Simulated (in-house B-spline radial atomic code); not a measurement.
The numbers below are computed, except where a source is named.
## Building a PAW s channel for Rb, r_c = 3.07 bohr

Rb, [Kr] 5s1, non-relativistic PBE, spherical and spin-unpolarised, from an all-electron radial atomic-structure program (B-spline basis) (atomic units; all potentials screened as in the neutral atom).

Two all-electron partial waves φ1, φ2 are integrated outwards at E1 = ε(5s) = -0.080846 and E2 = E1 + 0.5 hartree; φ1 is the bound orbital and φ2 has unit norm inside r_c = 3.067 bohr. Smooth partners are polynomials, r^1(a0 + a1 r² + a2 r⁴ + a3 r⁶), matched to φ and three derivatives at r_c, with no condition on the norm. The local potential is -2.52784 + (0.618463) r² + (-0.0624825) r⁴ + (0.0022975) r⁶ inside 2.627 bohr and the all-electron one outside.

| wave | φ(r_c) | φ'(r_c) | a0 | a1 | a2 | a3 |
| --- | --- | --- | --- | --- | --- | --- |
| 1 | 0.3714372 | 0.1718687 | -0.1023925 | 0.05615361 | -0.004648317 | 0.0001280602 |
| 2 | 0.8950972 | -0.4051779 | -0.1212351 | 0.1785794 | -0.02002492 | 0.0006068943 |

Inside r_c the overlaps are <φi φj> = [[0.09708, 0.30434], [0.30434, 1.00000]] and, for the smooth waves, [[0.07720, 0.24960], [0.24960, 0.92011]]. With χj = (Ej − T − V_local) applied to smooth wave j, the program's quadrature gives the matrix B_ij = <smooth i, χj> as [[0.01723, 0.06835], [0.09572, 0.47930]].

Q: Check the match of the first wave, and find the augmentation charges q_ij.

A: At r_c the four terms are -0.31404, 1.62001, -1.26143, 0.32690, which sum to 0.3714, φ1(r_c) to rounding. q_ij is the all-electron overlap less the smooth one: [[0.01988, 0.05473], [0.05473, 0.07989]]. The smooth first wave has a norm of 0.0772 inside r_c against 0.0971, and q11 > 0 puts back the missing charge.

Q: B isn't symmetric. Show that D_ij = B_ij + Ej q_ij is.

A: Integrating by parts gives B12 − B21 = (E1 − E2) q12: 0.06835 − (0.09572) = -0.02737, and −0.5 × (0.05473) = -0.02737. So D12 = 0.06835 + (0.419154)(0.05473) = 0.09129 and D21 = 0.09572 + (-0.080846)(0.05473) = 0.09129; D11 = 0.01562, D22 = 0.51278. The projectors, p = (B⁻¹)ᵀ χ, are dual to the smooth waves; det B = 0.0017.

Solving (T + V_local + Σ p D p) ψ = E (1 + Σ p q p) ψ in a sphere of 9 bohr, whose wall lifts the free-atom level a little, gives these levels:

| all-electron | one projector | two projectors |
| --- | --- | --- |
| -0.067664 | -0.615993 | -1.340190 |
| 0.193670 | -0.067672 | -0.067665 |
| 0.614318 | 0.187742 | 0.193654 |
| 1.193640 | 0.553691 | 0.614223 |
| 1.917860 | 0.992754 | 1.188250 |

Q: What does the second projector gain?

A: With one projector a ghost lies below the reference level, so the set fails. With two a ghost lies below the reference level, so the set fails. The lowest eigenvalue of the overlap operator is 1 with one and 0.3363 with two projectors. The smooth orbital alone needs a cutoff of 1.69 hartree for 1 millihartree of kinetic energy, against 3.18 for a norm-conserving Troullier-Martins orbital of the same radius, which is no gain while the set fails. The first smooth wave changes sign inside r_c, since a0 and φ(r_c) differ in sign; such a node invites a ghost below the level.
